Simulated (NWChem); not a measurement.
System: C3H6AuN; SMILES [Au]([CH3])<-[C-]#[N+]C

Excerpt of the output:

```
             Northwest Computational Chemistry Package (NWChem) 7.3.0
             --------------------------------------------------------

                             Geometry "geometry" -> ""
                             -------------------------

 Output coordinates in angstroms (scale by  1.889725989 to convert to a.u.)

  No.       Tag          Charge          X              Y              Z
 ---- ---------------- ---------- -------------- -------------- --------------
    1 Au                  79.0000    -0.43084100     0.55878800    -0.00043200
    2 C                    6.0000    -0.51784900     2.60970000    -0.00008800
    3 H                    1.0000     0.46393700     3.05334100    -0.23520800
    4 H                    1.0000    -0.83117600     2.99704900     0.98358400
    5 H                    1.0000    -1.23814200     2.97987700    -0.74834100
    6 C                    6.0000    -0.25665300    -4.00097900     0.00023400
    7 N                    7.0000    -0.31059700    -2.59581100    -0.00000500
    8 C                    6.0000    -0.35299900    -1.43041600    -0.00027500
    9 H                    1.0000    -0.56745400    -4.38872800     0.98119700
   10 H                    1.0000     0.76933900    -4.33690700    -0.20811200
   11 H                    1.0000    -0.92809700    -4.40286900    -0.77215200

 Effective nuclear repulsion energy (a.u.)     556.8760974037

                                 NWChem DFT Module
                                 -----------------

 Summary of "ao basis" -> "ao basis" (spherical)
 ------------------------------------------------------------------------------
       Tag                 Description            Shells   Functions and Types
 ---------------- ------------------------------  ------  ---------------------
 Au                         def2-svp                12       32   6s3p2d1f
 C                          def2-svp                 6       14   3s2p1d
 H                          def2-svp                 3        5   2s1p
 N                          def2-svp                 6       14   3s2p1d

            General Information
            -------------------
          SCF calculation type: DFT
          Wavefunction type:  closed shell.
          No. of atoms     :    11
          No. of electrons :    50
           Alpha electrons :    25
            Beta electrons :    25
          Charge           :     0
          Spin multiplicity:     1
          Use of symmetry is: off; symmetry adaption is: off
          Maximum number of iterations: 150
          AO basis - number of functions:   118
                     number of shells:    54
          Convergence on energy requested:  1.00D-06
          Convergence on density requested:  1.00D-05
          Convergence on gradient requested:  5.00D-04

              XC Information
              --------------
                        Slater Exchange Functional  1.000 local
                      VWN V Correlation Functional  1.000 local

             Grid Information
             ----------------
          Grid used for XC integration:  medium
          Radial quadrature: Mura-Knowles
          Angular quadrature: Lebedev.
          Tag              B.-S. Rad. Rad. Pts. Rad. Cut. Ang. Pts.
          ---              ---------- --------- --------- ---------
          Au                  1.35      123          12.0       590
          C                   0.70       49          15.0       434
          H                   0.35       45          15.0       434
          N                   0.65       49          13.0       434
          Grid pruning is: on
          Number of quadrature shells:   589
          Spatial weights used:  Erf1

      Superposition of Atomic Density Guess
      -------------------------------------

 Sum of atomic energies:        -322.55837987

      Non-variational initial energy
      ------------------------------

 Total energy =    -307.247718
 1-e energy   =    -864.990295
 2-e energy   =     356.206751
 HOMO         =      -0.339341
 LUMO         =       0.010290

   convergence    iter        energy       DeltaE   RMS-Dens  Diis-err
 ---------------- ----- ----------------- --------- --------- ---------
 d= 0,ls=0.0,diis     1   -306.4235684271 -5.08D+02  2.55D-02  1.07D+00
 d= 0,ls=0.0,diis     2   -304.2961714271  2.13D+00  2.18D-02  1.96D+01
 d= 0,ls=0.0,diis     3   -306.5292709649 -2.23D+00  4.80D-03  1.66D-01
 d= 0,ls=0.0,diis     4   -306.4940553408  3.52D-02  3.02D-03  4.98D-01
 d= 0,ls=0.0,diis     5   -306.5459019452 -5.18D-02  7.00D-04  1.58D-02
  Resetting Diis
 d= 0,ls=0.0,diis     6   -306.5477048896 -1.80D-03  2.74D-04  8.86D-04
 d= 0,ls=0.0,diis     7   -306.5478161271 -1.11D-04  2.32D-04  1.10D-04
 d= 0,ls=0.0,diis     8   -306.5477267858  8.93D-05  1.66D-04  8.26D-04
 d= 0,ls=0.0,diis     9   -306.5478285589 -1.02D-04  2.90D-05  2.23D-05
 d= 0,ls=0.0,diis    10   -306.5478310291 -2.47D-06  5.06D-06  7.26D-07
 d= 0,ls=0.0,diis    11   -306.5478310997 -7.06D-08  2.52D-06  1.24D-07

         Total DFT energy =     -306.547831099651
      One electron energy =     -869.367621269085
           Coulomb energy =      397.540906292726
    Exchange-Corr. energy =      -36.256941907023
 Nuclear repulsion energy =      201.535825783730

 Numeric. integr. density =       49.999996826226

                       DFT Final Molecular Orbital Analysis
                       ------------------------------------

 Vector   23  Occ=2.000000D+00  E=-2.475444D-01
              MO Center= -4.4D-01,  5.9D-01,  3.0D-04, r^2= 1.1D+00
   Bfn.  Coefficient  Atom+Function         Bfn.  Coefficient  Atom+Function
  ----- ------------  ---------------      ----- ------------  ---------------
    18      0.675339   1 Au d  0             20     -0.369915   1 Au d  2
    19     -0.312366   1 Au d  1             16     -0.217353   1 Au d -2
    23      0.180232   1 Au d  0             25     -0.098641   1 Au d  2
    24     -0.083354   1 Au d  1             17      0.072011   1 Au d -1
    36      0.069775   2 C  px               21     -0.059844   1 Au d -2

 Vector   24  Occ=2.000000D+00  E=-2.474873D-01
              MO Center= -4.2D-01,  5.9D-01, -1.2D-03, r^2= 1.1D+00
   Bfn.  Coefficient  Atom+Function         Bfn.  Coefficient  Atom+Function
  ----- ------------  ---------------      ----- ------------  ---------------
    19      0.781814   1 Au d  1             18      0.271240   1 Au d  0
    24      0.208747   1 Au d  1             17      0.164828   1 Au d -1
    20     -0.162054   1 Au d  2             38     -0.073355   2 C  pz
    23      0.072404   1 Au d  0             57      0.056520   5 H  s
    52     -0.051817   4 H  s                81     -0.051682   7 N  pz

 Vector   25  Occ=2.000000D+00  E=-2.093921D-01
              MO Center= -4.6D-01,  1.4D+00, -3.3D-04, r^2= 2.5D+00
   Bfn.  Coefficient  Atom+Function         Bfn.  Coefficient  Atom+Function
  ----- ------------  ---------------      ----- ------------  ---------------
     5      0.537299   1 Au s                 3     -0.438027   1 Au s
    37     -0.323808   2 C  py               20      0.279337   1 Au d  2
     2      0.272884   1 Au s                 6      0.264700   1 Au s
    40     -0.231564   2 C  py               18      0.161889   1 Au d  0
    35      0.152437   2 C  s                 8     -0.131234   1 Au py

 Vector   26  Occ=0.000000D+00  E=-6.345120D-02
              MO Center= -3.2D-01, -1.4D+00,  3.8D-02, r^2= 4.2D+00
   Bfn.  Coefficient  Atom+Function         Bfn.  Coefficient  Atom+Function
  ----- ------------  ---------------      ----- ------------  ---------------
    96      0.332912   8 C  px               93      0.326037   8 C  px
    98     -0.316947   8 C  pz               95     -0.310468   8 C  pz
   105     -0.302377   9 H  s               110      0.291909  10 H  s
    82     -0.287590   7 N  px               84      0.273836   7 N  pz
    79      0.266951   7 N  px               81     -0.254178   7 N  pz

 Vector   27  Occ=0.000000D+00  E=-6.344656D-02
              MO Center= -3.8D-01, -1.4D+00, -3.9D-02, r^2= 4.2D+00
   Bfn.  Coefficient  Atom+Function         Bfn.  Coefficient  Atom+Function
  ----- ------------  ---------------      ----- ------------  ---------------
   115     -0.342363  11 H  s                98      0.333103   8 C  pz
    95      0.326305   8 C  pz               96      0.316771   8 C  px
    93      0.310243   8 C  px               84     -0.287799   7 N  pz
    82     -0.273656   7 N  px               81      0.267133   7 N  pz
    79      0.254010   7 N  px               15      0.240343   1 Au pz

 Vector   28  Occ=0.000000D+00  E= 8.991667D-03
              MO Center= -2.6D-01, -4.1D+00,  4.0D-04, r^2= 5.3D+00
   Bfn.  Coefficient  Atom+Function         Bfn.  Coefficient  Atom+Function
  ----- ------------  ---------------      ----- ------------  ---------------
    64      2.015934   6 C  s               105     -1.043371   9 H  s
   110     -1.042649  10 H  s               115     -1.043250  11 H  s
    97      0.515224   8 C  py               69     -0.473445   6 C  py
    14      0.450398   1 Au py               78      0.380928   7 N  s
     6     -0.364950   1 Au s                63      0.365388   6 C  s

     Multipole analysis of the density
     ---------------------------------

     L   x y z        total         alpha         beta         nuclear
     -   - - -        -----         -----         ----         -------
     0   0 0 0     -0.000000    -25.000000    -25.000000     50.000000

     1   1 0 0      0.105507     18.436723     18.436723    -36.767939
     1   0 1 0     -2.738736     25.636812     25.636812    -54.012360
     1   0 0 1      0.000358      0.007784      0.007784     -0.015210

[...]
```

Level: LDA (Slater exchange, VWN5)/def2-SVP with def2 effective core potentials on Au, vertical spin-unrestricted ions. Coordinates come from a PBE0/def2-SVP optimisation. No frequency run checked for a minimum. def2 effective core potentials on Au; no spin-orbit coupling.

Write an input that gives this output.

Several could match; the one computed here: the input that was run:
```
start job
memory heap 200 mb stack 900 mb global 1100 mb
geometry units angstroms noautosym nocenter noautoz
  Au    -0.430841     0.558788    -0.000432
  C     -0.517849     2.609700    -0.000088
  H      0.463937     3.053341    -0.235208
  H     -0.831176     2.997049     0.983584
  H     -1.238142     2.979877    -0.748341
  C     -0.256653    -4.000979     0.000234
  N     -0.310597    -2.595811    -0.000005
  C     -0.352999    -1.430416    -0.000275
  H     -0.567454    -4.388728     0.981197
  H      0.769339    -4.336907    -0.208112
  H     -0.928097    -4.402869    -0.772152
end
basis spherical
  * library def2-svp
end
ecp
  Au library def2-ecp
end
dft
  xc slater vwn_5
  iterations 150
  vectors input atomic output neutral.movecs
end
task dft energy
charge 1
dft
  odft
  mult 2
  vectors input atomic output cation.movecs
end
task dft energy
```
